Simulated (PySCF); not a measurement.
Molecule: Re(F)6, F6Re, SMILES [F][Re]([F])([F])([F])([F])[F], doublet. Atoms near the plane z = 0.0 Å, at the CAM-B3LYP/def2-SVP optimised geometry (x, y, z in Å): Re1 (0.0, 0.0, 0.0), F2 (0.1, -1.8, 0.0), F3 (-0.1, 1.8, 0.0), F5 (1.8, 0.0, 0.0), F6 (-1.8, 0.0, 0.0).

Level of theory: unrestricted CAM-B3LYP/def2-TZVP, def2 effective core potentials past Kr (PySCF). The core electrons that the potentials of Re replace are not part of the density. Cells within 0.4 Å of a nucleus heavier than hydrogen are left out (blank, or x). The values are rescaled to run from 0 to 1.

```
|5555555555555555555555555555555|
|5555555555555555555555555555555|
|5555555555555555555555555555555|
|5555555555555555555555555555555|
|5555555555555555555555555555555|
|5555555555544445565555555555555|
|5555555555444345766555555555555|
|55555555554431xx986655555555555|
|55555555554420xxx97655555555555|
|55555555554430xxx87655555555555|
|5555555555543335776555444555555|
|5555556666554445665544444455555|
|5555556777655555555443334455555|
|5555566899765555555431023455555|
|55555569xx7655xxx5543xx03455555|
|5555555xxx5555xxx5555xxx5555555|
|55555430xx3455xxx5567xx96555555|
|5555543201345555555679986655555|
|5555544333445555555567776555555|
|5555544444455665444556666555555|
|5555554445556775333455555555555|
|55555555555678xxx13445555555555|
|55555555555679xxx02445555555555|
|555555555556689xx13445555555555|
|5555555555556665434445555555555|
|5555555555555655444455555555555|
|5555555555555555555555555555555|
|5555555555555555555555555555555|
|5555555555555555555555555555555|
|5555555555555555555555555555555|
|5555555555555555555555555555555|
```
Scale: ten equal steps from 0.000 (start of '0') to 1.00 (end of '9'), in the order '0123456789'; x runs from -4.00 to 4.00, y from -4.00 (bottom) to 4.00 (top).

Q: Which quantity is mapped?
(A) log10 of the electron density
(B) Laplacian of the electron density
(C) spin density
(D) an orbital amplitude

A: D, an orbital amplitude. In full: HOMO−1 amplitude (α) (bohr^(-3/2)).
